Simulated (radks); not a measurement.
The numbers below are computed, except where a source is named.
Species: Bi3+. Configuration: [Xe] 4f14 5d10 6s1 7s1 (not the ground configuration). Code: a radial shooting solver on a logarithmic mesh with Libxc functionals. Model: Dirac Kohn-Sham, PBE, spin-unpolarised, spherical densities, finite nucleus; Fermi nuclear charge, rms radius 5.5211 fm.

Spin-orbit splittings of the eigenvalues, e(l+1/2) - e(l-1/2), with zeta = 2 splitting/(2l+1) and mean radii in bohr:

shell,occ.,splitting (eV),zeta (eV),<r> j=l-1/2,<r> j=l+1/2
2p,6,2319,1546,0.05388,0.06293
3p,6,519.3,346.2,0.1615,0.1780
3d,10,110.1,44.05,0.1545,0.1595
4p,6,128.0,85.32,0.3777,0.4124
4d,10,23.89,9.557,0.4160,0.4271
4f,14,5.492,1.569,0.4379,0.4441
5p,6,24.69,16.46,0.8847,0.9729
5d,10,3.098,1.239,1.187,1.224
6p,0,3.453,2.302,2.257,2.478
6d,0,0.3352,0.1341,3.464,3.536
